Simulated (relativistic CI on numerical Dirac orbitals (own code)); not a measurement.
# Transition arrays of Co4+

Calculated at this level of theory: Dirac-Coulomb-Breit CI, KLI orbitals optimised for each configuration, model QED, valence Slater integrals scaled by 0.9, whole transition arrays (own radial code, finite nucleus).

Configuration list (outside the closed core [Ne] 3s2): 3p⁶3d⁵, 3p⁶3d⁴4f, 3p⁵3d⁶, 3p⁶3d⁴4p, 3p⁶3d⁴5f. Levels of other configurations are missing.

All E1 lines from the levels of 3p⁶3d⁵; mean and standard deviation are weighted by gf, and upper levels are sorted by their leading configuration.

| Upper configuration | Lines | Σgf | Mean (eV) | Mean (nm) | σ (eV) | Strongest line (nm) |
| --- | --- | --- | --- | --- | --- | --- |
| 3p⁶3d⁴4f | 5470 | 119.2 | 54.01 | 22.957 | 2.70 | 22.546 |
| 3p⁵3d⁶ | 2915 | 601.2 | 72.81 | 17.027 | 5.26 | 15.467 |
| 3p⁶3d⁴4p | 3245 | 100.3 | 32.52 | 38.120 | 2.09 | 37.151 |
| 3p⁶3d⁴5f | 5800 | 148.1 | 63.82 | 19.426 | 3.38 | 18.279 |

Σgf per state of the lower configuration in bins of 1 nm over the central range (centre: value): 15.5: 0.59, 16.5: 0.57, 17.5: 0.65, 18.5: 0.59, 19.5: 0.31, 20.5: 0.18, 21.5: 0.12, 22.5: 0.18, 23.5: 0.16, 24.5: 0.05, 25.5: 0.02, 34.5: 0.02, 35.5: 0.02, 36.5: 0.06, 37.5: 0.10, 38.5: 0.06, 39.5: 0.04.

How do configuration mixing and the scaling of the Slater integrals move the arrays?

Slater scale 0.9, no configuration mixing: 3p⁶3d⁴4f 54.3 ± 2.5 eV (Σgf 181.1), 3p⁵3d⁶ 72.2 ± 5.7 eV (Σgf 560.7), 3p⁶3d⁴4p 32.5 ± 2.1 eV (Σgf 97.9), 3p⁶3d⁴5f 62.0 ± 2.6 eV (Σgf 108.3); Slater scale 1: 3p⁶3d⁴4f 54.1 ± 3.2 eV (Σgf 112.8), 3p⁵3d⁶ 73.9 ± 5.8 eV (Σgf 610.0), 3p⁶3d⁴4p 32.6 ± 2.3 eV (Σgf 100.6), 3p⁶3d⁴5f 63.8 ± 3.7 eV (Σgf 154.4); Slater scale 0.8: 3p⁶3d⁴4f 53.9 ± 2.4 eV (Σgf 120.7), 3p⁵3d⁶ 71.8 ± 4.6 eV (Σgf 596.2), 3p⁶3d⁴4p 32.5 ± 1.9 eV (Σgf 100.0), 3p⁶3d⁴5f 63.3 ± 3.2 eV (Σgf 143.0). With mixing, levels are counted to their leading configuration, so an array can shrink or vanish into another, and the sums then hold other lines.
